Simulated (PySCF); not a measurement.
dibromo-chloro-fluoromethane (CBr2ClF), SMILES BrC(Cl)(F)Br. Atoms are numbered in the order given.

```xyz
5

F     -1.6671    -0.5943     0.0000
C     -0.3484    -0.4142     0.0000
Cl     0.4531    -1.9981     0.0000
Br     0.1342     0.5972    -1.6086
Br     0.1342     0.5972     1.6086
```
Charge 0, spin multiplicity 1.

Geometry optimised at B3LYP-D3(BJ)/def2-SVP.

Calculation: PBE/def2-TZVP in PySCF.

Atomic charges (e):

| atom | Mulliken | IAO | Löwdin |
|---|---|---|---|
| F1 | -0.07 | ___ | 0.23 |
| C2 | 0.15 | ___ | -1.17 |
| Cl3 | -0.02 | ___ | 0.37 |
| Br4 | -0.03 | ___ | 0.29 |
| Br5 | -0.03 | ___ | 0.29 |

**Question.** Complete the blanks. (The exact figures need the calculation; the answer reports its results.)

**Answer.** 
- F1, IAO: -0.21
- C2, IAO: 0.16
- Cl3, IAO: 0.01
- Br4, IAO: 0.02
- Br5, IAO: 0.02

Computed Mayer and Wiberg (Löwdin basis) orders of the bonds:
| bond | Mayer | Wiberg |
|---|---|---|
| F1–C2 | 1.16 | 1.86 |
| C2–Cl3 | 1.17 | 1.71 |
| C2–Br4 | 1.09 | 1.58 |
| C2–Br5 | 1.09 | 1.58 |
